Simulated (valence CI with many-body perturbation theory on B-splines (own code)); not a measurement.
Questions on In²⁸⁺

Level of theory: valence CI with perturbative core correlation (CI+MBPT): three valence electrons over a frozen Dirac-Fock core [Ar], a basis of 7 s, 7 p, 8 d, 6 f, 4 g, 1 h functions for each j, with the one-electron correlation potential Σ1, the two-electron term Σ2, the three-electron term Σ3, Breit, model QED; selected CI, second order for the rest, scaled by the run's own slope (own B-spline code, finite nucleus).

No measured spectrum was set against this ion. As an estimate, large intervals hold to a few tenths of a per cent, small ones and those within an open d or f shell to about a per cent. Only levels of the ground parity were solved; by the run's estimate the other parity begins above the list, which can be wrong where configurations are misplaced.

Names give the largest LS component (configuration and term), which can be under half, so a name can repeat, a term be missing and a line seem to break the LS rules; names also repeat where a configuration has a term twice.

Rates and lifetimes use the calculated energies. Strong lines usually hold to 10 to 20 %, long lifetimes can be off by a factor of two.

Q: What is the ground level?

A: 3d3 4F_3/2, composition 76 % 3d3 4F + 20 % 3d3 2D + 3 % 3d3 2P, g = 0.523.

Q: How well does LS coupling describe the low levels?

A: Among the lowest 19 levels the leading LS term, summed over configurations, holds 73 % on average. For single configurations the figures are 73 % in LS and 80 % in jj coupling. Terms mix most in the J = 9/2 level at 11.757 eV, where the leading one holds 43 %.

Q: What is the ionisation energy?

A: 1576 eV; NIST lists 1575 ± 4 eV (theoretical).
